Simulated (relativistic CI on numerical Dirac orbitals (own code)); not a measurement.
Calculated levels, Ne9+

Method of calculation: Dirac equation for one electron, model QED (radiative potential, 1s self-energy scaled to tabulated hydrogen-like ionisation energies) (own radial code, finite nucleus).

Configuration list: 1s, 2s, 2p, 3s, 3p, 3d, 4s, 4p, 4d, 4f, 5s, 5p, 5d, 5f, 5g, 6s, 6p, 6d. Levels of other configurations are missing.

The lowest level is 1s ²S1/2, with 100 % of that term; Hund's rules for 1s give ²S with J = 1/2, in agreement.

```
No.  Configuration  Term    J   E (Ry)    %  Landé g  Lifetime (s)
  1             1s    ²S  1/2   0.0000  100    1.999              
  2             2p   ²P°  1/2  75.0787  100    0.665      1.59e-13
  3             2s    ²S  1/2  75.0802  100    2.001              
  4             2p   ²P°  3/2  75.1122  100    1.333      1.60e-13
  5             3p   ²P°  1/2  88.9941  100    0.665      5.27e-13
  6             3s    ²S  1/2  88.9946  100    2.002      1.57e-11
  7             3d    ²D  3/2  89.0040  100    0.799      1.54e-12
  8             3p   ²P°  3/2  89.0040  100    1.334      5.27e-13
  9             3d    ²D  5/2  89.0073  100    1.200      1.54e-12
 10             4p   ²P°  1/2  93.8632  100    0.666      1.23e-12
 11             4s    ²S  1/2  93.8633  100    2.002      2.24e-11
 12             4d    ²D  3/2  93.8673  100    0.799      3.60e-12
 13             4p   ²P°  3/2  93.8673  100    1.334      1.23e-12
 14             4f   ²F°  5/2  93.8687  100    0.857      7.24e-12
 15             4d    ²D  5/2  93.8687  100    1.200      3.61e-12
 16             4f   ²F°  7/2  93.8694  100    1.143      7.25e-12
 17             5p   ²P°  1/2  96.1162  100    0.666      2.38e-12
 18             5s    ²S  1/2  96.1163  100    2.002      3.49e-11
 19             5d    ²D  3/2  96.1184  100    0.799      6.94e-12
 20             5p   ²P°  3/2  96.1184  100    1.334      2.38e-12
 21             5f   ²F°  5/2  96.1191  100    0.857      1.40e-11
 22             5d    ²D  5/2  96.1191  100    1.200      6.95e-12
 23             5g    ²G  7/2  96.1194  100    0.889      2.35e-11
 24             5f   ²F°  7/2  96.1195  100    1.143      1.40e-11
 25             5g    ²G  9/2  96.1197  100    1.111      2.35e-11
 26             6p   ²P°  1/2  97.3399  100    0.666      4.08e-12
 27             6s    ²S  1/2  97.3400  100    2.002      5.30e-11
 28             6d    ²D  3/2  97.3411  100    0.799      1.19e-11
 29             6p   ²P°  3/2  97.3411  100    1.334      4.08e-12
 30             6d    ²D  5/2  97.3416  100    1.200      1.19e-11
```

Energies count from the lowest computed level; ° marks odd parity; lifetimes are radiative, by E1, M1, E2, M2 decay to levels of this space only; some are left blank where a channel outside the calculation adds to the decay or the decay crosses a small, uncertain gap.
